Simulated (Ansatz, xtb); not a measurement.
**Relative energy of two isomers of Al2BFN**

Structure X: `[F][Al][N]=[B][Al]`, a doublet. Structure Y: `[F][Al]1[B]=[N][Al]1`, a doublet. Both are isolated molecules in the gas phase, relaxed with r2SCAN-D4/def2-SVP; the shapes shown needn't be the lowest conformers.

X (Å):

```
atom    x (Å)    y (Å)    z (Å)
  Al   0.0615  -1.8951  -0.9057
  Al  -0.5974  -2.2920   4.2993
   B  -0.2758  -2.0945   2.1172
   F   1.3011  -1.0533  -1.6470
   N  -0.0422  -1.9475   0.8698
```

Y (Å):

```xyz
5

Al    0.2197    0.5058   -0.7990
Al   -0.3485    0.6165    1.8175
B     1.0214   -0.8615    0.5524
F     0.2935    0.8012   -2.4356
N     0.7740   -0.8467    1.8302
```

Task: Estimate E(Y) − E(X) at the level CCSD(T)/def2-SVP.

Result: Calculated at CCSD(T)/def2-SVP: E(Y) − E(X) = +8.4 kcal/mol, so structure X lies lower.

How the difference moves with the method:

```
             level            geometry  E(Y) − E(X) (kcal/mol)  departure from the last row (kcal/mol)  job, with rough time for the two
r2SCAN-D4/def2-SVP  r2SCAN-D4/def2-SVP                      −0.1                                    −8.4             optimisation, 6.3 min
       HF/def2-SVP  r2SCAN-D4/def2-SVP                     +22.1                                   +13.7           part of the CCSD(T) run
      MP2/def2-SVP  r2SCAN-D4/def2-SVP                      +6.5                                    −1.9           part of the CCSD(T) run
  CCSD(T)/def2-SVP  r2SCAN-D4/def2-SVP                      +8.4                                                        single point, 78 s
```

As drawn, Y has 1 Al–Al more. Structure X has no ring, Y a 4-membered ring.

r2SCAN-D4/def2-SVP finds them nearly level. The largest departure from CCSD(T)/def2-SVP is that of HF/def2-SVP, 13.7 kcal/mol. Levels run at GFN2-xTB geometries aren't shown.

With harmonic frequencies from r2SCAN-D4/def2-SVP (ideal gas, rigid rotor, one conformer each, 298.15 K, 1 atm): the zero-point term adds +0.3 kcal/mol; ΔH is +8.3 and ΔG +9.5 kcal/mol.

The T1 diagnostic of structure X is large, so the coupled-cluster value is less sure. Open shells are spin-unrestricted, with notable spin contamination under HF/def2-SVP, MP2/def2-SVP, CCSD(T)/def2-SVP. The correlated steps freeze 13 core orbitals. Codes used: Ansatz 0.2.0; the last row on 1 thread of Arm Neoverse N1 on a shared host.
